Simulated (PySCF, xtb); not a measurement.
4,4-difluorobut-1-yne (C₄H₄F₂), SMILES C#CCC(F)F. Atoms are numbered in the order given.

```xyz
10

C      1.0166     1.4473     2.0795
C      0.8363     0.5409     1.2984
C      0.5930    -0.5493     0.3600
C     -0.6627    -0.3522    -0.4796
F     -0.8344    -1.4418    -1.2748
F     -0.5257     0.7319    -1.2819
H      1.1839     2.2532     2.7690
H      0.4902    -1.5058     0.8992
H      1.4381    -0.6605    -0.3408
H     -1.5713    -0.2180     0.1333
```
Charge 0, spin multiplicity 1.

Geometry: B3LYP-D3(BJ)/def2-SVP. Other conformers were not sampled.

Computed with C-PCM-PBE0/def2-SVP (PySCF).

The values are the electrostatic part of the solvation free energy, E(continuum) − E(gas) at the gas-phase geometry, in a cavity of scaled van der Waals radii (PySCF's table); cavitation and dispersion terms are not included. In vacuum the orbital gap is 8.95 eV. The dipole moment in vacuum is 1.70 D.

Computed values in water (ε = 78.36), cyclohexanone (ε = 15.62), methanol (ε = 32.61):
| solvent | ε | ΔG(elec) (kcal/mol) | dipole (D) | gap (eV) |
|---|---|---|---|---|
| water | 78.36 | -5.0 | 1.99 | 9.03 |
| cyclohexanone | 15.62 | -4.7 | 1.97 | 9.02 |
| methanol | 32.61 | -4.9 | 1.98 | 9.03 |

For comparison, GFN2-xTB/ALPB(water) (xtb, at the GFN2-xTB geometry, all terms of that model) gives -3.2 kcal/mol.
